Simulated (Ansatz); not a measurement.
Nb (SMILES [Nb]), sextet (core potentials on Nb). Base run: PBE0/def2-SVP (Ansatz, a first-principles code).

Input for Ansatz:
Ansatz 0.2 input:
```yaml
crystal:
  periodic: [false, false, false]
  atoms:
    - {symbol: Nb, position_ang: [0.00000000, 0.00000000, 0.00000000]}
basis:
  gaussian:
    orbitals: def2-SVP
hamiltonian:
  xc: pbe0
magnetization: {spin_polarized: true, initial_magnetization: 5}
```

Each row names what was changed in the base input (with any setting that the change needs).

```json
[
 {"change": "base", "basis functions": "31", "E (Eh)": "-56.80393"},
 {"change": "basis = x2c-TZVPall; relativity = spin-free X2C; nucleus = Gaussian", "basis functions": "63", "E (Eh)": "-3819.02466"},
 {"change": "basis = x2c-TZVPall; relativity = spin-free X2C", "basis functions": "63", "E (Eh)": "-3819.06778"},
 {"change": "basis = cc-pVTZ-DK; relativity = spin-free X2C; nucleus = Gaussian", "basis functions": "77", "E (Eh)": "-3818.93539"},
 {"change": "basis = cc-pVTZ-DK; relativity = none", "basis functions": "77", "E (Eh)": "-3700.64569"},
 {"change": "basis = ANO-RCC-VDZP; relativity = spin-free X2C; nucleus = Gaussian", "basis functions": "43", "E (Eh)": "-3818.92966"},
 {"change": "basis = x2c-TZVPall; relativity = none", "basis functions": "63", "E (Eh)": "-3716.60454"},
 {"change": "basis = cc-pVTZ-DK; relativity = spin-free X2C", "basis functions": "77", "E (Eh)": "-3818.99138"},
 {"change": "basis = ANO-RCC-VDZP; relativity = spin-free X2C", "basis functions": "43", "E (Eh)": "-3818.98080"},
 {"change": "basis = ANO-RCC-VDZP; relativity = none", "basis functions": "43", "E (Eh)": "-3701.47853"}
]
```

Totals shift with the method and basis; they matter in differences.

Ansatz warned in this series: the basis is contracted for relativity, which the run leaves out.

Basis sets contracted for a relativistic Hamiltonian are a mismatch without it, so the rows without relativity aren't non-relativistic limits. No row has spin-orbit coupling; sets with core potentials leave out the core electrons.
